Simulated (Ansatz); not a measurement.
Species: sum formula AlNH2Cl2 (charge 0, singlet). 
Coordinates optimised at B3LYP-D3(BJ)/def2-TZVP (Ansatz, a program for electronic structure):
```
Al
N 1 1.7500
H 2 1.0074 1 124.41
H 2 1.0074 3 111.19 1 -180.00
Cl 1 2.0896 2 120.01 3 0.00
Cl 1 2.0896 2 120.01 3 -180.00
```

Basis-set convergence of Hartree-Fock and MP2 correlation energies (hartree) with Ansatz. Correlated levels leave the core frozen unless marked. Spin-orbit coupling is left out. Non-relativistic.

```
basis            functions        E(HF)  E(corr, MP2)
---------------  ---------  -----------  ------------
aug-cc-pV(D+d)Z        137  -1216.76033      -0.53974
aug-cc-pV(T+d)Z        257  -1216.81352      -0.67469
aug-cc-pV(Q+d)Z        439  -1216.82569      -0.72756
```

Extrapolating the two largest sets (X = 3 and 4) as X^-3: E(corr) = (64·(-0.72756) - 27·(-0.67469))/37 = -0.7661 Eh, an estimate of the basis-set limit. The largest set recovers 95.0 % of it, the smallest 70.4 %.
